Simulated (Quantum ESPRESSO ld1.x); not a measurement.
Q: All-electron atom: Ar IV in [Ne] 3s2 3p3 (the NIST ground configuration). All-electron calculation, Dirac Kohn-Sham, BLYP, spin-unpolarised, spherical densities, point nucleus; open shells fill j = l - 1/2 first. Program: ld1.x of Quantum ESPRESSO 7.5.

Spin-orbit splittings of the eigenvalues, e(l+1/2) - e(l-1/2), with zeta = 2 splitting/(2l+1) and mean radii in bohr:

| shell | occ. | splitting (eV) | zeta (eV) | <r> j=l-1/2 | <r> j=l+1/2 |
|---|---|---|---|---|---|
| 2p | 6 | ? | ? | 0.3741 | 0.3765 |
| 3p | 3 | 0.2516 | 0.1677 | 1.394 | 1.400 |

Estimate the 2p splitting.

A: 2.251 eV (zeta = 1.500 eV).
